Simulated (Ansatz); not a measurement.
This Ansatz (a quantum-chemistry and plane-wave program) input (B3LYP/def2-SV(P)) gives -93.34861 Eh with 30 basis functions. A basis named .json is the Basis Set Exchange file of that set (core-valence sets with the plain set on hydrogen).

Ansatz 0.2 input:
```yaml
crystal:
  periodic: [false, false, false]
  atoms:
    - {symbol: C, position_ang: [-2.24198579, -1.25901628, 2.49836168]}
    - {symbol: N, position_ang: [-1.51771000, -0.83943879, 1.71870848]}
    - {symbol: H, position_ang: [-2.91776990, -1.65056591, 3.22575387]}
basis:
  gaussian:
    orbitals: def2-SV_P_.json
hamiltonian:
  xc: {name: B3LYP}
magnetization: {spin_polarized: false}
```

Change:
```diff
- orbitals: def2-SV_P_.json
+ orbitals: aug-pcseg-1.json
```

Problem. What does the run give now?

Solution. -93.41438 Eh (B3LYP/aug-pcseg-1, 55 functions), a change of -65.77 mEh.
